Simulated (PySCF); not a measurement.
Antimony: a sound run and one with changed settings

Sound run: Sb [Kr] 4d10 5s2 5p3, Sb⁺ [Kr] 4d10 5s2 5p2. Calculation: PySCF 2.14, in aug-cc-pVDZ-PP with ECP28MDF; scalar relativity through the core potential. In the sound run the correlated levels freeze 4s2 4p6 4d10 outside the core potential. The sound run starts from symmetry-adapted Hartree-Fock orbitals and uses a fine grid where one is needed.

Changed run: initial guess minao, at most 50 SCF cycles.

```csv
species,method,sound run (hartree),changed run (hartree),converged
Sb,UHF,-239.27321,-239.27321,yes
Sb,M06-L,-240.35950,-240.35950,yes
Sb,CCSD(T),-239.33512,-239.33512,yes
Sb⁺,r2SCAN,-239.96751,-239.96751,yes
Sb⁺,MP2,-238.99352,-238.99352,yes
```

Here the plain start reaches the same solutions.
